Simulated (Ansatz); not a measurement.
Stepwise reaction of `BrB(Br)Br` with ammonia, as a gas-phase model of exchange steps in deposition or etching. ΔE in kJ/mol.

Calculated with Ansatz (gas phase, PBE0-D4/def2-TZVP geometries, no zero-point term in ΔE). CCSD(T)/CBS is the MP2 limit (def2-TZVPP, def2-QZVPP) plus CCSD(T) − MP2 in def2-TZVPP, frozen cores. This one scheme is used for every species. DFT in def2-TZVPP. B3LYP here is the variant with VWN-RPA as its local correlation; programs differ in this. For Br outer-core shells are correlated without core-valence functions, which leaves a few kJ/mol of doubt a bond. Scalar relativity is left out up to krypton. One conformer a species, not always the lowest.

```
step                            reaction  PBE-D4  B3LYP-D4  ωB97M-V  CCSD(T)/CBS
   2  `NB(Br)Br` + NH₃ → `NB(N)Br` + HBr   -16.1     -23.5    -22.8        -16.2
   3    `NB(N)Br` + NH₃ → `NB(N)N` + HBr    20.7      14.7     16.1         18.4
```

(1) Give the row of step 1, `BrB(Br)Br` + NH₃ → `NB(Br)Br` + HBr. (Best estimate.)

(2) By hand: ΔE of the 3 steps together at CCSD(T)/CBS.

Results:

(1) Computed: 
```tsv
step	reaction	PBE-D4	B3LYP-D4	ωB97M-V	CCSD(T)/CBS
1	`BrB(Br)Br` + NH₃ → `NB(Br)Br` + HBr	-56.5	-66.0	-67.4	-58.3
```

(2) (-58.3) + (-16.2) + (18.4) = -56.1 kJ/mol, or -18.7 kJ/mol a step.

In ΔE each step is higher than the one before. PBE-D4 differs from CCSD(T)/CBS by 0.1 to 2.3 kJ/mol a step. Isolated molecules leave out the surface, adducts and barriers. Largest T1 diagnostic: 0.009.
